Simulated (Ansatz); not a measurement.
`[AlH2][B]([SiH3])[SiH3]` and `[SiH3]B([SiH3])[SiH3]` differ in one atom or group.

Ansatz, PBE0-D4/def2-TZVP geometries, multiplicity 1. 

| property | `[AlH2][B]([SiH3])[SiH3]` |
| --- | --- |
| HOMO energy (PBE/def2-TZVPP) / eV | -6.23 |
| size of the dipole moment (PBE/def2-TZVPP) / D | 0.05 |
| HOMO energy (B3LYP/def2-TZVPP) / eV | -7.16 |
| HOMO energy (PBE0/def2-TZVPP) / eV | -7.34 |
| HOMO–LUMO gap (B3LYP/def2-TZVPP) / eV | 3.96 |
| LUMO energy (PBE/def2-TZVPP) / eV | -3.98 |

Task: What does the change do to each property? (Best estimate.)

Result: Ansatz gave: 
```
                                      property  `[SiH3]B([SiH3])[SiH3]`  shift
             HOMO energy (PBE/def2-TZVPP) / eV                    -6.84  -0.61
size of the dipole moment (PBE/def2-TZVPP) / D                     0.07   0.02
           HOMO energy (B3LYP/def2-TZVPP) / eV                    -7.81  -0.65
            HOMO energy (PBE0/def2-TZVPP) / eV                    -8.00  -0.66
         HOMO–LUMO gap (B3LYP/def2-TZVPP) / eV                     4.53   0.57
             LUMO energy (PBE/def2-TZVPP) / eV                    -4.04  -0.06
```

With PBE0 the HOMO falls by 0.66 eV and the LUMO falls by 0.06 eV, so the gap widens by about 0.60 eV. PBE moves the HOMO by -0.61 eV and ωB97M-V by -0.68 eV.

B3LYP here is the variant with VWN-RPA as its local correlation; programs differ in this.
